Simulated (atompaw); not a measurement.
**Reading a pseudo-wave (strontium)**

Columns: radius, all-electron u(r) and pseudo u(r) of the 4p shell (level -22.82 eV) of strontium in the configuration [Ar] 3d10 4s2 4p6 4d0 5s2 5p0; PBE, scalar-relativistic, PAW (atompaw) scheme, atompaw 4.2.0.5.

| r (bohr) | all-electron | pseudo |
| --- | --- | --- |
| 0.115 | 0.2430 | 0.0161 |
| 0.231 | -0.2025 | 0.0636 |
| 0.346 | -0.4374 | 0.1379 |
| 0.462 | -0.3442 | 0.2346 |
| 0.577 | -0.0899 | 0.3443 |
| 0.692 | 0.1957 | 0.4597 |
| 0.808 | 0.4491 | 0.5729 |
| 0.923 | 0.6425 | 0.6741 |
| 1.038 | 0.7759 | 0.7575 |
| 1.154 | 0.8560 | 0.8188 |
| 1.269 | 0.8908 | 0.8541 |
| 1.385 | 0.8912 | 0.8640 |
| 1.500 | 0.8667 | 0.8504 |
| 1.615 | 0.8252 | 0.8175 |
| 1.731 | 0.7725 | 0.7699 |
| 1.846 | 0.7144 | 0.7139 |
| 1.962 | 0.6536 | 0.6535 |
| 2.077 | 0.5935 | 0.5935 |
| 2.192 | 0.5355 | 0.5355 |
| 2.308 | 0.4800 | 0.4800 |
| 2.423 | 0.4288 | 0.4288 |
| 2.538 | 0.3816 | 0.3816 |
| 2.654 | 0.3383 | 0.3383 |
| 2.769 | 0.2993 | 0.2993 |
| 2.885 | 0.2641 | 0.2641 |
| 3.000 | 0.2328 | 0.2328 |

Question: How many radial nodes do the two functions have?

Answer: The all-electron 4p function has n − l − 1 = 2; the pseudo-wave has 0, since the states of the same l below it are removed with the core.

Question: At about which radius was the pseudo-wave matched?

Answer: 2.10 bohr. The columns agree to 0.0005 from 1.96 bohr on; several derivatives are matched, so the curves merge somewhat inside the radius.

Question: Is the pseudo-wave norm-conserving?

Answer: No, it belongs to a PAW set: the norm inside the radius is not constrained, and the difference is carried by the augmentation charge.
